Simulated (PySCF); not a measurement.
Run record: EPR job, `[C](/CC=O)=C/[SiH2]P` [radical].

Method: UKS B3LYP, pcH-1 on C H O P Si, non-relativistic, mean-field spin-orbit, GIAO (PySCF 2.14.0). Geometry: GFN2-xTB. A driver script takes a list of jobs; this job's settings line and coordinates (Å) are shown.

Command:
```bash
OMP_NUM_THREADS=1 python probes_run.py task.json out
```

Input:
```
{"job": {"kind": "epr", "basis": "pcH-1"}, "charge": 0, "multiplicity": 2}
O     -0.876146    -0.279635     1.198809
C     -1.909364     0.219260     0.731746
C     -2.213921     0.344522    -0.716948
C     -0.976486     0.925026    -1.263261
C      0.279073     0.798386    -1.050054
Si     0.956365    -0.604251     0.165917
P      2.920553    -0.755906    -1.037227
H     -2.628441     0.721075     1.397977
H     -3.082754     0.964218    -0.882252
H     -2.365672    -0.620097    -1.205660
H      1.074406     1.320348    -1.573440
H      1.413753    -0.258458     1.513954
H      0.378168    -1.926158    -0.080541
H      3.628281    -1.349866    -0.011063
H      3.397770     0.509525    -0.715522
```

Output:
```
UKS, coarse grid
  cycle   1  E = -863.08383780  |g| = 5.74e-01
  cycle   2  E = -862.58248521  |g| = 1.26e+00
  cycle   3  E = -863.19774072  |g| = 1.82e-01
  cycle   4  E = -863.21135838  |g| = 8.49e-02
  cycle   5  E = -863.21505986  |g| = 3.08e-02
  cycle   6  E = -863.21553176  |g| = 1.07e-02
  cycle   7  E = -863.21560857  |g| = 5.49e-03
  cycle   8  E = -863.21563579  |g| = 1.85e-03
  cycle   9  E = -863.21564467  |g| = 7.51e-04
UKS, final grid
  cycle   1  E = -863.21565660  |g| = 8.70e-04
  cycle   2  E = -863.21565600  |g| = 1.77e-03
  cycle   3  E = -863.21565731  |g| = 2.82e-04
  cycle   4  E = -863.21565741  |g| = 1.60e-04
  cycle   5  E = -863.21565750  |g| = 1.04e-04
  cycle   6  E = -863.21565750  |g| = 3.45e-05
  cycle   7  E = -863.21565750  |g| = 5.95e-06
E = -863.21565750 Eh   <S^2> = 0.7615 (exact 0.7500)
g shifts (ppm)      1          2          3
  rmc          -169       -169       -169
  gc             11         16        -28
  oz_so        -726        606       1929
  total        -885        453       1731
hyperfine (MHz)  atom isotope    a_iso     a_fc   dipolar eigenvalues
    0   17O      -6.37      -6.38    -25.33      8.30     17.02
    1   13C      43.59      43.62     -9.68     -8.27     17.95
    2   13C      14.81      14.82     -4.46     -3.26      7.72
    3   13C     266.65     266.76    -67.59    -50.15    117.75
    4   13C     -27.45     -27.43    -17.00     -1.11     18.11
    5  29Si    -120.23    -120.38    -28.25     13.69     14.56
    6   31P       6.92       6.96     -8.49     -7.20     15.68
    7    1H      21.42      21.42     -4.00     -2.61      6.61
    8    1H      44.89      44.89     -5.77     -4.04      9.82
    9    1H       5.76       5.76     -6.11     -2.99      9.10
   10    1H      98.38      98.39     -5.61     -4.36      9.97
   11    1H       7.42       7.42     -1.98     -0.53      2.52
   12    1H      -4.26      -4.27     -2.05     -1.55      3.61
   13    1H       1.71       1.71     -1.28      0.14      1.14
   14    1H      -1.09      -1.10     -1.16     -0.48      1.64
```

rmc, gc and oz_so are the mass-correction, gauge-correction and orbital-Zeeman/spin–orbit parts of the g shift along its three principal axes; a_iso is the isotropic hyperfine coupling and a_fc its Fermi-contact part. Atoms in this output count from 0.

Get g_iso from the total shifts.

Their mean is 433 ppm; added to g_e = 2.002319 it gives 2.00275.

Summary of the converged run: ⟨S²⟩ 0.762; g_iso 2.0028.

Isolated species at its GFN2-xTB geometry (one conformer only). The geometry optimisation had not met its thresholds, so the values belong to a structure short of the stationary point.

Hardware: Arm Neoverse V1, one thread, no GPU, shared host with 32 logical CPUs at a one-minute load of 27. Cost: 90 s (grids of density and orbitals included), 1.1 GiB resident at most.
Labels such as C1 count atoms from 1, the log's own numbers from 0.
